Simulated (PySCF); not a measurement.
C₉H₆N₄, SMILES C12C=CN=C3N1C(N=CN=2)=CC=C3.

Geometry optimised at B3LYP-D3(BJ)/def2-SVP.

Computed with PBE/def2-SVP (PySCF).

Isolated molecule, no solvent.

Computed frontier levels, gap, dipole moment and polarisability:
```
Item                                                                                                              Value
---------------------------------------------------------------------------------------------  ------------------------
highest occupied level                                                                                         -4.90 eV
lowest empty level                                                                                             -3.10 eV
orbital gap                                                                                                     1.80 eV
dipole moment                                                                                                    1.28 D
quadrupole, principal values (traceless, Buckingham form, about the centre of nuclear charge)   -7.51, -2.65, 10.15 D·Å
mean static polarisability                                                                       125.2 bohr³ (18.56 Å³)
polarisability, principal values                                                               49.4, 157.9, 168.4 bohr³
```
